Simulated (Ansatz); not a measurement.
Geometry optimisation, RKS PBE0-D4/def2-SVP in Ansatz.

Input file:

```yaml
crystal:
  periodic: [false, false, false]
  atoms:
    - { symbol: B, position_ang: [0.020312, -0.483172, -0.369747] }
    - { symbol: H, position_ang: [-0.000785, 0.1342, 1.941514] }
    - { symbol: F, position_ang: [1.143212, 0.146697, -0.615297] }
    - { symbol: F, position_ang: [-1.127149, 0.108043, -0.596366] }
    - { symbol: F, position_ang: [0.045698, -1.733898, 0.041709] }
    - { symbol: H, position_ang: [0.024613, -0.57447, 1.828588] }
basis:
  gaussian: { orbitals: def2-SVP }
hamiltonian:
  xc: pbe0
  dispersion: d4
relax:
  f_tol: 0.03
  max_steps: 50
output:
  orbitals: {}
```

Launched with:

```bash
$ ansatz run input.yaml --threads 1 --pin off --max-ram 2048MiB --backend cpu --events-out ev --progress --plain --runs-dir out
```

Problem. Where does it end, and by what steps?

Solution. The run converged. After 6 steps the energy has fallen by 0.106 eV; H6 moved furthest, 0.38 Å.

```json
{"step": "0", "energy less start (eV)": "0.0000", "largest force component (eV/Å)": "1.740", "accepted": "yes"}
{"step": "1", "energy less start (eV)": "-0.0847", "largest force component (eV/Å)": "0.459", "accepted": "yes"}
{"step": "2", "energy less start (eV)": "-0.0888", "largest force component (eV/Å)": "0.556", "accepted": "yes"}
{"step": "3", "energy less start (eV)": "-0.1018", "largest force component (eV/Å)": "0.431", "accepted": "yes"}
{"step": "4", "energy less start (eV)": "-0.1042", "largest force component (eV/Å)": "0.288", "accepted": "yes"}
{"step": "5", "energy less start (eV)": "-0.1056", "largest force component (eV/Å)": "0.050", "accepted": "yes"}
{"step": "6", "energy less start (eV)": "-0.1056", "largest force component (eV/Å)": "0.030", "accepted": "yes"}
```

```xyz
6
Properties=species:S:1:pos:R:3
B 0.020 -0.531 -0.527
H 0.000 0.242 2.162
F 1.142 0.126 -0.693
F -1.127 0.084 -0.684
F 0.045 -1.807 -0.228
H 0.026 -0.517 2.200
```

Whether the end is a true minimum wasn't checked by a vibrational analysis.

Run time: 14 s on 1 thread of Arm Neoverse V1, with other jobs on the host, peak memory 0.12 GiB.
